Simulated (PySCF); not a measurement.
P (phosphorus, neutral): UHF calculation

Configuration: [Ne] 3s1 3p3 3d1, high-spin 6D determinant (an excited configuration). All numbers are calculated (PySCF 2.14, the spin-free X2C one-electron Hamiltonian (Gaussian nucleus), in aug-cc-pVDZ-DK (5s4p2d, 27 functions)).

- Total energy: -341.031371 hartree
- One-electron energy: -470.0494 hartree
- Hartree (Coulomb) energy: 151.8063 hartree
- Exchange energy: -22.7882 hartree
- ⟨S²⟩: 8.7500
- ⟨L²⟩: 6.002
- Sum of ⟨r⟩: 15.84 bohr
- Sum of ⟨r²⟩: 35.45 bohr²
- Traceless quadrupole moment −½Σ⟨3z² − r²⟩ along its main axis: 3.61 e·bohr²
- Langevin diamagnetic susceptibility: -28.1 ×10⁻⁶ cm³/mol

| shell | electrons | mean orbital energy (hartree) | spread (hartree) | rms radius, mean of both spins (bohr) |
| --- | --- | --- | --- | --- |
| 1s α | 1 | -80.38095 | 0 | 0.120 |
| 1s β | 1 | -80.34292 | 0 | 0.120 |
| 2s α | 1 | -7.72413 | 0 | 0.560 |
| 2s β | 1 | -7.66649 | 0 | 0.560 |
| 2p α | 3 | -5.58739 | 0.00302 | 0.539 |
| 2p β | 3 | -5.52980 | 0.00220 | 0.539 |
| 3s α | 1 | -0.97905 | 0 | 1.99 |
| 3p α | 3 | -0.51365 | 0.00911 | 2.36 |
| 3d α | 1 | -0.02724 | 0 | 3.52 |

The outer electron is Rydberg-like, and this basis confines it to a smaller radius and binds it less than a complete one would.

Densities and radii are taken from the X2C orbitals without a picture-change correction, which distorts them close to the nucleus.

Spin-orbit constants ζ (cm⁻¹) from the X2C one-electron operator on these orbitals: bare nucleus, nucleus screened by l(l+1)(2l+1)/3 electrons, and screened by the Breit-Pauli mean field of the electrons.

```json
{"shell": "2p", "bare": "5434", "screened nucleus": "4710", "mean field": "4378"}
{"shell": "3p", "bare": "335.1", "screened nucleus": "290.4", "mean field": "265.9"}
{"shell": "3d", "bare": "5.660", "screened nucleus": "1.887", "mean field": "0.5514"}
```

To first order the Landé constant is A = 0.1103 cm⁻¹, so the lowest level has J = 1/2 and lies 9.57e-05 eV below the centre of the term. This holds in LS coupling only.
